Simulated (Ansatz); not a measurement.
dichloromethane (CH$_{2}$Cl$_{2}$), singlet, at a GFN2-xTB geometry; Ansatz (a quantum-chemistry and plane-wave program) with SC-NEVPT2/6-31G, CASSCF(4,5).

The Ansatz input:
Ansatz 0.2 input:
```yaml
crystal:
  periodic: [false, false, false]
  atoms:
    - {symbol: C, position_ang: [-0.01277935, 0.00575548, 0.78091376]}
    - {symbol: Cl, position_ang: [0.02591339, 1.46008427, -0.22991785]}
    - {symbol: Cl, position_ang: [-0.01872900, -1.46331993, -0.20910236]}
    - {symbol: H, position_ang: [-0.92568470, 0.02391950, 1.37405321]}
    - {symbol: H, position_ang: [0.88022607, -0.00344613, 1.40380793]}
basis:
  gaussian:
    orbitals: 6-31G
magnetization: {spin_polarized: false}
correlation: {method: sc_nevpt2, electrons: all, active_space: {window: {electrons: 4, orbitals: 5}}}
```

It wrote (shortened):

```
Functional definition: HF
475 factors; integrals over basis functions are off by at most 1.8e-4 eV
mean field evaluation 1: about -26065.1284 eV, gradient 1.8e1 eV
mean field evaluation 2: about -26065.1291 eV, gradient 1.8e1 eV
mean field evaluation 4: about -26066.2688 eV, gradient 1.2e0 eV
mean field evaluation 8: about -26066.2793 eV, gradient 7.5e-3 eV
mean field -26066.27930895 eV, -957.9180962451 hartree, gradient 1.7e-6 eV, S^2 0.000000; 0 other end points of the search recorded, 0 dependent functions left out
reference -26066.27930895 eV, -957.9180962451 hartree; 21, 21 occupied and 18, 18 virtual orbitals, 475 factors
state -26067.46553018 eV, -957.9616890712 hartree
state -26067.46553018 eV, -957.9616890712 hartree; corrected -26071.36850862 eV, -958.1051208834 hartree
state -26067.45423050 eV, -957.9612738159 hartree
state -26067.45423050 eV, -957.9612738159 hartree; corrected -26071.39141557 eV, -958.1059626982 hartree
state -26067.45423050 eV, -957.9612738159 hartree; corrected -26071.39141557 eV, -958.1059626982 hartree
the orbitals are reached from a further start. From the first start the search ends at -26067.46549138 eV, -957.9616876455 hartree
WARN: the results are in doubt because another end's mean lies 0.011 eV lower, and its corrected mean 0.023 eV higher
Total energy: -26071.39141557 eV, -958.1059626982 hartree
In doubt: another end's mean lies 0.011 eV lower, and its corrected mean 0.023 eV higher
```
